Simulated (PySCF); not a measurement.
Computed IR spectrum (relative IR intensity) of a molecule CH5NO2Si2. Geometry: PBE0-D3(BJ)/def2-SVP. Other conformers were not sampled. Method: PBE0-D3(BJ)/def2-SVP (PySCF 2.14.0). Frequencies are harmonic and unscaled.

ν (cm⁻¹): 197 (m), 233 (vw), 360 (w), 453 (vw), 540 (vw), 680 (m), 711 (w), 719 (w), 747 (vs), 827 (m), 854 (m), 917 (s), 968 (m), 1233 (s), 2225 (m), 2233 (m), 2254 (m), 2279 (m), 2426 (s), 3922 (m) (against the strongest line: vs over 80 %, s over 45 %, m over 15 %, w over 4 %, vw less)

Problem. Which structure fits?
(A) O[Si@H]1OC=N[SiH2]1
(B) N#CO[Si@H](O)[SiH3]
(C) N#CO[SiH2][SiH2]O
(D) [SiH3]N=C1O[SiH2]O1

Solution. C, N#CO[SiH2][SiH2]O
